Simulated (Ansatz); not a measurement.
Frontier orbitals of `SC[SiH2]I`.

Charge 0, multiplicity 1. Correlated methods include outer-core shells of I, which these sets cover unevenly. I takes the def2 core potential. The geometry is a stationary point of PBE0-D4/def2-TZVP. It is one conformer, not always the lowest. Basis def2-TZVPP, Ansatz 0.2.0.

| functional | HOMO (eV) | LUMO (eV) | gap (eV) |
| --- | --- | --- | --- |
| PBE | -5.73 | -1.50 | 4.23 |
| revPBE | -5.69 | -1.41 | 4.28 |
| r2SCAN | -5.99 | -1.19 | 4.80 |
| PBE0 | -6.97 | -0.66 | 6.31 |
| B3LYP | -6.73 | -0.86 | 5.87 |
| r2SCANh | -6.45 | -0.90 | 5.55 |
| BHLYP | -8.07 | 0.26 | 8.33 |
| ωB97M-V | -9.19 | 1.13 | 10.32 |

A quarter of exact exchange (PBE0) shifts PBE's HOMO by −1.23 eV and its LUMO by +0.85 eV; full exchange at long range (ωB97M-V) shifts them by −3.46 and +2.63 eV. The gap opens from 4.23 to 10.32 eV, since occupied levels lose self-interaction and empty ones feel all the electrons. A positive LUMO is unbound and depends on the basis.

B3LYP here is the variant with VWN-RPA as its local correlation; programs differ in this.
